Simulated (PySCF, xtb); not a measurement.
## Relative energy of two structures of B2H2OS

We compare X, a singlet given by its coordinates, with Y, `B1OBS1`, a singlet. Both are isolated molecules in the gas phase, relaxed with PBE0-D4/def2-SVP.

X (Å):

```xyz
6

B    -1.1155    2.9120    2.2805
B    -0.4688    2.7506   -0.2853
O    -0.7856    2.8348    0.9686
S    -0.0725    2.6457   -1.8552
H    -1.6093    3.9367    2.6813
H    -0.8974    1.9520    2.9773
```

Close contacts (Å): B1–O3 1.35, B2–O3 1.30, B2–S4 1.62, B1–H5 1.21, B1–H6 1.21.

Y (Å):

```xyz
6

B    -0.4566    3.5048    1.7735
B    -1.1026    2.0599    0.6294
O    -0.8518    2.1928    1.9869
S    -0.5023    3.6574   -0.0602
H    -0.2128    4.3104    2.6316
H    -1.6391    1.1203    0.1059
```

Q: Estimate E(Y) − E(X) at the level CCSD(T)/def2-SVP + ΔMP2/def2-TZVPP.

A: Calculated at CCSD(T)/def2-SVP + ΔMP2/def2-TZVPP: E(Y) − E(X) = −0.438 eV, so structure Y lies lower.

Level by level:

| level | geometry | E(Y) − E(X) (eV) | departure from the last row (eV) | job, with rough time for the two |
| --- | --- | --- | --- | --- |
| PBE0-D4/def2-SVP | PBE0-D4/def2-SVP | −0.439 | −0.001 | optimisation, 2.5 min |
| HF/def2-SVP | PBE0-D4/def2-SVP | −0.080 | +0.358 | part of the CCSD(T) run |
| MP2/def2-SVP | PBE0-D4/def2-SVP | −0.364 | +0.074 | part of the CCSD(T) run |
| CCSD(T)/def2-SVP | PBE0-D4/def2-SVP | −0.326 | +0.112 | single point |
| CCSD(T)/def2-SVP + ΔMP2/def2-TZVPP | PBE0-D4/def2-SVP | −0.438 |  | single point, 49 s |

None of the levels shown reverses the order. The largest departure from CCSD(T)/def2-SVP + ΔMP2/def2-TZVPP is that of HF/def2-SVP, 0.358 eV. No reliable frequencies are at hand for Y, so it isn't confirmed as a minimum. Levels run at GFN2-xTB geometries aren't shown. The last row adds to CCSD(T) the change of the MP2 difference between the two basis sets, here −0.112 eV.

The correlated steps freeze 8 core orbitals. Programs: PySCF 2.14.0, xtb 6.7.1; the last row on 2 threads of Intel(R) Xeon(R) Processor @ 2.50GHz (Skylake/Cascade Lake) on a shared host.
